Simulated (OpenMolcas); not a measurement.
# Levels of Tl+ by method

- Program: OpenMolcas 26.06
- Basis: ANO-RCC [11s10p9d6f4g]
- Scalar Hamiltonian: DKH2, point nucleus
- Active space: 2 electrons in 9 orbitals (RAS2 6s 6p; RAS3 6d, at most 2 electrons)
- State averaging: 2S+1 = 3 even, 3 roots; 2S+1 = 1 even, 6 roots; 2S+1 = 3 odd, 3 roots; 2S+1 = 1 odd, 3 roots
- Spin-orbit coupling: RASSI with atomic mean-field integrals over the reference wave functions, term energies averaged over their components

Methods on the same reference wave functions:
A. RASSCF
B. SS-RASPT2, IPEA 0.25 Eh, imaginary shift 0.1 Eh (closed shells correlated: 5d)

Energies in cm⁻¹ above 6s² ¹S₀, the measured ground level; measured values from NIST Handbook of Basic Atomic Spectroscopic Data.

```tsv
Level	A	B	Measured
6s² ¹S₀	0.0	0.0	0.0
6s 6p ³P°₀	41548	50870	49451
6s 6p ³P°₁	44381	53530	52394
6s 6p ³P°₂	51725	61050	61728
6s 6p ¹P°₁	71336	74360	75663
```

Deviations, from unrounded energies. A percentage is the sum of absolute deviations over the sum of measured energies, with the sign that they share, or ± where signs differ.

| Against measurement | Levels | A | B |
| --- | --- | --- | --- |
| mean absolute deviation (cm-1) | 4 | 7600 | 1100 |
| other configurations (%) | 4 | -12.6 | ±1.9 |

B lies closest to measurement on these levels. The largest miss of B in the table is 6s 6p ³P°₀, by +1400 cm-1. The ranking rests on the paired levels alone, and a cruder setting can come out closer through cancelling errors.

The lowest spin-free term lies below A's lowest term by 0.434 hartree in B.

The run also gave levels led by 6s 6d, which use shells meant for correlation; these and all levels above them are left out. Spin-orbit splittings of 6p shells tend to come out small when the coupling is added on scalar orbitals. Measured partners are found by configuration, term and J. A level has none where our copy of the source lacks it or the pairing is in doubt (some pairs that miss far off the trend of their configuration count as doubtful), and it then counts in no deviation. Levels of configurations outside the active space are missing. Levels that lie high or do not pair safely by name in every column are left out.

° marks odd parity.
